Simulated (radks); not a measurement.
Removal energies from the scandium ion Sc7+, [Ne] 3s2 3p2, by Delta-SCF beside the eigenvalue of the level emptied. All-electron calculation, scalar-relativistic Kohn-Sham, BLYP, spin-polarised, spherical densities, finite nucleus; Fermi nuclear charge, rms radius of each element as measured or else 0.836 A^(1/3) + 0.57 fm. Program: a radial shooting solver on a logarithmic mesh with Libxc functionals. Open shells are filled with parallel spins first.

| removed from | final configuration | Delta-SCF (eV) | -eigenvalue (eV) |
|---|---|---|---|
| 3p | [Ne] 3s2 3p1 | 158.41 | 147.52 |
| 3s | [Ne] 3s1 3p2 | 176.31 | 166.04 |
| 2p | [He] 2s2 2p5 3s2 3p2 | 555.44 | 524.25 |
| 2s | [He] 2s1 2p6 3s2 3p2 | 637.12 | 609.37 |
